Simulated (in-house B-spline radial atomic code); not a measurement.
Whole-atom quantities along the 33-electron series, configuration [Ar] 3d10 4s2 4p3. Breit and QED terms are first order and not part of the total energy; the density at the nucleus is averaged over the nuclear charge. Computed with a radial B-spline atomic code at the basis-set limit: Dirac-Hartree-Fock, average of the configuration, finite nuclei.

```
  ion   Z  E/Z² (Eh)  Σ<r²> (bohr²)  n(0)/Z³ (bohr⁻³)  Lamb diamagnetic shielding (ppm)  repulsion over attraction  Breit energy (eV)  self-energy (eV)  vacuum polarisation (eV)  Dirac less non-relativistic energy (Eh)
 I20+  53    -2.4731         4.5405            1.5999                           5421.07                    0.11531             144.02             111.9                   -14.929                                   -197.5
Xe21+  54    -2.4884         4.2808            1.6471                           5552.39                     0.1134             153.42            119.61                   -16.195                                  -214.31
Cs22+  55    -2.5033         4.0429            1.6975                           5684.61                    0.11154             163.23            127.72                   -17.549                                  -232.23
Ba23+  56     -2.518         3.8243            1.7491                           5817.78                    0.10972             173.47            136.25                   -18.994                                   -251.3
La24+  57    -2.5325          3.623            1.8043                           5951.92                    0.10795             184.16             145.2                   -20.538                                  -271.58
Ce25+  58    -2.5467         3.4371            1.8616                           6087.08                    0.10622             195.29            154.59                   -22.185                                  -293.13
Pr26+  59    -2.5607          3.265            1.9222                            6223.3                    0.10453             206.89            164.45                   -23.942                                     -316
Nd27+  60    -2.5745         3.1054            1.9852                            6360.6                    0.10289             218.97            174.78                   -25.815                                  -340.26
Pm28+  61    -2.5882         2.9571            2.0484                           6499.02                    0.10128             231.54            185.62                   -27.809                                  -365.95
Sm29+  62    -2.6016         2.8191            2.1073                           6638.59                   0.099713              244.6            196.97                   -29.929                                  -393.14
```

(1) With what power of Z does the column «vacuum polarisation (eV)» change over this range?

Answers

(1) A fit of the logarithm of its size against log Z from Z = 53 to 62 has slope 4.43.
